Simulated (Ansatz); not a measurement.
Single points on GeH2MeI (CH₅GeI).

```yaml
crystal:
  periodic: [false, false, false]
  atoms:
    - {symbol: Ge, position_ang: [0.507068, -0.615229, 0.366278]}
    - {symbol: H, position_ang: [0.483687, -0.691930, 1.902129]}
    - {symbol: H, position_ang: [1.951088, -0.705958, -0.155078]}
    - {symbol: C, position_ang: [-0.428626, 0.947368, -0.312129]}
    - {symbol: H, position_ang: [0.059659, 1.862251, 0.057058]}
    - {symbol: H, position_ang: [-1.473672, 0.936063, 0.027066]}
    - {symbol: H, position_ang: [-0.410161, 0.948463, -1.410748]}
    - {symbol: I, position_ang: [-0.689044, -2.681029, -0.474577]}
basis:
  gaussian: {orbitals: def2-TZVP, initial_orbitals: start.molden}
hamiltonian: {xc: {name: B2PLYP}}
scf: {omitted_lower_state_checks: [starts]}
```

The file start.molden holds the orbitals of an earlier run on this structure, at another level or in another basis.

```sh
$ ansatz run in.yaml --threads 4 --pin off --events-out ev --progress --plain --max-ram 3916MiB
```

Shortened log:

```
Functional definition: B2PLYP
  name "B2PLYP"
  cite "Grimme, J. Chem. Phys. 124, 034108 (2006) doi:10.1063/1.2148954"
  cite "Becke, Phys. Rev. A 38, 3098 (1988) doi:10.1103/PhysRevA.38.3098"
  cite "Lee, Yang & Parr, Phys. Rev. B 37, 785 (1988) doi:10.1103/PhysRevB.37.785"
  parameter a = 0.53
  parameter c = 0.27
  exchange = (1 - a)*b88_x + a*exact_x
  correlation = (1 - c)*lyp_c + c*(mp2_os + mp2_ss)
these checks for a lower state are left out or cut short: starts
1248 factors; integrals over basis functions are off by at most 1.2e-3 eV
mean field evaluation 1: about -65715.5246 eV, gradient 9.6e0 eV
mean field evaluation 2: about -65715.6173 eV, gradient 1.2e-1 eV
mean field evaluation 4: about -65715.6603 eV, gradient 2.6e-4 eV
mean field -65715.66025496 eV, -2415.0059706953 hartree, gradient 5.7e-6 eV, S^2 0.000000; 0 other end points of the search recorded, 0 dependent functions left out
14 core orbitals not correlated: weight in the atoms' cores, before any rotation towards them, 1.000 or more for the frozen orbitals, at most 0.000 for the correlated occupied ones
reference -65715.66041800 eV, -2415.0059766869 hartree; 20, 20 occupied and 125, 125 virtual orbitals, 1248 factors
second order -29.64396586 eV of doubles, -0.00000000 eV of singles
Total energy: -65723.66428878 eV, -2415.3001135129 hartree
Checks for a lower state left out: starts
```

Hardware: 4 threads of Arm Neoverse V2 on a shared host. Wall time 3 s.

The first input with `hamiltonian: {xc: {text: "exchange = 0.65*pbe_x + 0.35*exact_x\ncorrelation = pbe_c"}}`, `output: {orbitals: {seedname: orbitals}}` (abridged; 2.4 s):

```
Functional definition: unnamed
mean field -65732.42814583 eV, -2415.6221793190 hartree, gradient 5.2e-6 eV, S^2 0.000000
Total energy: -65732.42817100 eV, -2415.6221802444 hartree
Checks for a lower state left out: starts
```

The first input with `hamiltonian: {xc: hf}`, `output: {orbitals: {seedname: orbitals}}` (abridged; 1.5 s):

```
Functional definition: HF
mean field -65657.50458518 eV, -2412.8687892502 hartree, gradient 2.6e-5 eV, S^2 0.000000
Total energy: -65657.50458518 eV, -2412.8687892502 hartree
Checks for a lower state left out: starts
```

The first input with `hamiltonian: {xc: {text: "exchange = 0.50*pbe_x + 0.50*exact_x\ncorrelation = pbe_c"}}`, `output: {orbitals: {seedname: orbitals}}` (abridged; 1.8 s):

```
Functional definition: unnamed
mean field -65734.08520942 eV, -2415.6830752829 hartree, gradient 1.7e-5 eV, S^2 0.000000
Total energy: -65734.08522869 eV, -2415.6830759911 hartree
Checks for a lower state left out: starts
```

The first input with `hamiltonian: {xc: {name: LC-wPBE}}`, `output: {orbitals: {seedname: orbitals}}` (abridged; 1.6 s):

```
Functional definition: LC-wPBE
mean field -65732.52507897 eV, -2415.6257415462 hartree, gradient 1.6e-5 eV, S^2 0.000000
Total energy: -65732.52507897 eV, -2415.6257415465 hartree
Checks for a lower state left out: starts
```

The first input with `hamiltonian: {xc: {name: B3LYP}, dispersion: d4}`, `output: {orbitals: {seedname: orbitals}}` (abridged; 1.8 s):

```
Functional definition: B3LYP
mean field -65743.53693284 eV, -2416.0304197121 hartree, gradient 9.9e-6 eV, S^2 0.000000
Total energy: -65743.80687006 eV, -2416.0403397219 hartree
Checks for a lower state left out: starts
```

First input, but with `hamiltonian: {xc: pbe}`, `correlation: {method: rpa}` (abridged; 3.1 s):

```
Functional definition: PBE
mean field -65728.81894546 eV, -2415.4895436520 hartree, gradient 9.0e-6 eV, S^2 0.000000
14 core orbitals not correlated: weight in the atoms' cores, before any rotation towards them, 1.000 or more for the frozen orbitals, at most 0.000 for the correlated occupied ones
Total energy: -65692.03411814 eV, -2414.1377261816 hartree
Checks for a lower state left out: starts
```

Geometry: PBE0-D4/def2-SVP.

In the def2 sets I takes a core potential; there is no spin–orbit coupling. LC-ωPBE has ω = 0.4 bohr⁻¹. B3LYP takes the VWN-RPA correlation. Correlated methods freeze 14 core orbitals; core or outer-core shells of Ge, I are correlated, in sets that lack core-valence functions.
